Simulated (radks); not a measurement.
The chromium anion Cr- inside a hard spherical wall (all orbitals vanish at R), configuration held at [Ar] 3d5 4s2 and not refilled when levels cross. Method: non-relativistic Kohn-Sham, PBE, spin-polarised, spherical densities, point nucleus; open shells are filled with parallel spins first; computed with a radial shooting solver on a logarithmic mesh with Libxc functionals. Eigenvalues in eV for spin up, with the zero of energy where the potential of the charges vanishes at infinity; a dash marks a level that is unbound or too diffuse for the functional's potential to be trusted. A positive occupied level is held by the wall or, in an anion where self-interaction has pushed it up, behind a barrier. The pressure on the wall is -dE/dV.

| R (bohr) | E (hartree) | kinetic (hartree) | e(3s) | e(3p) | e(4s) | e(3d) | e(4p, empty) | e(5s, empty) | pressure (GPa) |
|---|---|---|---|---|---|---|---|---|---|
| 20 | -1044.24650 | 1043.366 | -68.458 | -41.041 | 0.260 | 1.124 | 2.122 | 2.151 | 0.000785 |
| 10 | -1044.23500 | 1043.405 | -67.585 | -40.162 | 0.999 | 2.002 | 3.571 | 5.851 | 0.135 |
| 8 | -1044.21188 | 1043.487 | -66.695 | -39.270 | 1.746 | 2.862 | 4.762 | 9.462 | 0.765 |
| 7 | -1044.18115 | 1043.592 | -65.831 | -38.406 | 2.512 | 3.681 | 5.903 | 12.956 | 2.09 |
| 6 | -1044.11393 | 1043.810 | -64.371 | -36.954 | 3.902 | 5.043 | 7.873 | 18.959 | 6.46 |
| 5 | -1043.95125 | 1044.309 | -61.748 | -34.363 | 6.711 | 7.471 | 11.651 | 30.264 | 23.7 |
| 3.5 | -1042.96251 | 1047.143 | -52.387 | -25.229 | 20.367 | 16.480 | 28.646 | 77.794 | 279 |
| 2.5 | -1039.41694 | 1057.394 | -35.021 | -8.043 | 60.594 | 35.525 | 74.157 | 191.21 | 2840 |
